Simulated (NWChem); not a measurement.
All runs are NWChem calculations. System: hydrogen selenide (H₂Se), charge 0, spin multiplicity 1, at a geometry optimised with PBE/def2-SVP. Level: RHF/def2-TZVP.

Job file:

```
start mol
memory heap 200 mb stack 900 mb global 1100 mb
geometry units angstroms nocenter noautoz
  Se     0.000000     0.000000    -0.057981
  H      1.053918     0.000000     0.985674
  H     -1.053918     0.000000     0.985674
  symmetry group C2v
end
basis spherical
  * library def2-tzvp
end
scf
  rhf
  nopen 0
  maxiter 100
  thresh 1e-7
  semidirect memsize 60000000 filesize 0
end
task scf energy
```

NWChem printed:

```
             Northwest Computational Chemistry Package (NWChem) 7.3.0
             --------------------------------------------------------

                                NWChem Input Module
                                -------------------

 Scaling coordinates for geometry "geometry" by  1.889725989
 (inverse scale =  0.529177249)

 Turning off AUTOSYM since
 SYMMETRY directive was detected!

                             Geometry "geometry" -> ""
                             -------------------------

 Output coordinates in angstroms (scale by  1.889725989 to convert to a.u.)

  No.       Tag          Charge          X              Y              Z
 ---- ---------------- ---------- -------------- -------------- --------------
    1 Se                  34.0000     0.00000000     0.00000000    -0.05798100
    2 H                    1.0000     1.05391800     0.00000000     0.98567400
    3 H                    1.0000    -1.05391800     0.00000000     0.98567400

 Effective nuclear repulsion energy (a.u.)      24.5117224838

            Nuclear Dipole moment (a.u.)
            ----------------------------
        X                 Y               Z
 ---------------- ---------------- ----------------
     0.0000000000     0.0000000000    -0.0000113384

      Symmetry information
      --------------------

 Group name             C2v
 Group number             16
 Group order               4
 No. of unique centers     2

      Symmetry unique atoms

     1    2


 Summary of "ao basis" -> "" (spherical)
 ------------------------------------------------------------------------------
       Tag                 Description            Shells   Functions and Types
 ---------------- ------------------------------  ------  ---------------------
 *                         def2-tzvp                  on all atoms

 Summary of "ao basis" -> "ao basis" (spherical)
 ------------------------------------------------------------------------------
       Tag                 Description            Shells   Functions and Types
 ---------------- ------------------------------  ------  ---------------------
[...]
  ----- ------------  ---------------      ----- ------------  ---------------
    18      0.399220  1 Se pz                 6     -0.313394  1 Se s
    12     -0.265365  1 Se pz                 5     -0.259891  1 Se s
    15      0.222929  1 Se pz                21      0.204198  1 Se pz
    50      0.165299  2 H  s                 56      0.165299  3 H  s

 Vector   18  Occ=2.000000D+00  E=-3.589518D-01  Symmetry=b2
              MO Center= -5.1D-15, -3.1D-16, -2.1D-02, r^2= 1.8D+00
   Bfn.  Coefficient  Atom+Function         Bfn.  Coefficient  Atom+Function
  ----- ------------  ---------------      ----- ------------  ---------------
    17      0.519083  1 Se py                20      0.366614  1 Se py
    11     -0.320555  1 Se py                14      0.277548  1 Se py

 Vector   19  Occ=0.000000D+00  E= 1.202825D-01  Symmetry=b1
              MO Center=  3.3D-17, -1.5D-17,  2.0D-01, r^2= 4.1D+00
   Bfn.  Coefficient  Atom+Function         Bfn.  Coefficient  Atom+Function
  ----- ------------  ---------------      ----- ------------  ---------------
    19      1.281788  1 Se px                51     -1.182019  2 H  s
    57      1.182019  3 H  s                 13      0.179782  1 Se px
    16      0.178058  1 Se px                10     -0.175920  1 Se px

 Vector   20  Occ=0.000000D+00  E= 1.233929D-01  Symmetry=a1
              MO Center= -1.7D-15, -8.6D-17,  4.6D-01, r^2= 5.3D+00
   Bfn.  Coefficient  Atom+Function         Bfn.  Coefficient  Atom+Function
  ----- ------------  ---------------      ----- ------------  ---------------
     6      1.415222  1 Se s                 51     -1.206725  2 H  s
    57     -1.206725  3 H  s                 21      0.996446  1 Se pz

 Vector   21  Occ=0.000000D+00  E= 2.797417D-01  Symmetry=b1
              MO Center= -8.8D-15, -3.1D-15,  5.3D-01, r^2= 5.7D+00
   Bfn.  Coefficient  Atom+Function         Bfn.  Coefficient  Atom+Function
  ----- ------------  ---------------      ----- ------------  ---------------
    51      0.926384  2 H  s                 57     -0.926384  3 H  s
    16     -0.790503  1 Se px                19      0.662187  1 Se px
    50     -0.414818  2 H  s                 56      0.414818  3 H  s
    40      0.206787  1 Se d  1

 center of mass
 --------------
 x =   0.00000000 y =   0.00000000 z =  -0.06045026

 moments of inertia (a.u.)
 ------------------
           7.644933205458           0.000000000000           0.000000000000
           0.000000000000          15.640079932242           0.000000000000
           0.000000000000           0.000000000000           7.995146726783

  Mulliken analysis of the total density
  --------------------------------------

    Atom       Charge   Shell Charges
 -----------   ------   -------------------------------------------------------
    1 Se  34    34.25   2.00  2.00  1.16  0.78  0.96  0.93  6.00  5.93  0.97  2.29  1.11  8.97  1.04  0.02  0.07  0.01
    2 H    1     0.87   0.22  0.50  0.13  0.02
    3 H    1     0.87   0.22  0.50  0.13  0.02

       Multipole analysis of the density wrt the origin
       ------------------------------------------------

     L   x y z        total         open         nuclear
     -   - - -        -----         ----         -------
     0   0 0 0     -0.000000      0.000000     36.000000

     1   1 0 0      0.000000      0.000000      0.000000
     1   0 1 0     -0.000000      0.000000      0.000000
     1   0 0 1      0.318442      0.000000     -0.000011

     2   2 0 0    -13.063439      0.000000      7.933070
     2   1 1 0     -0.000000      0.000000      0.000000
     2   1 0 1     -0.000000      0.000000      0.000000
     2   0 2 0    -16.847771      0.000000      0.000000
     2   0 1 1     -0.000000      0.000000      0.000000
     2   0 0 2    -13.966250      0.000000      7.347135

 Task  times  cpu:        1.7s     wall:        1.7s

 Total times  cpu:        1.7s     wall:        1.7s
```
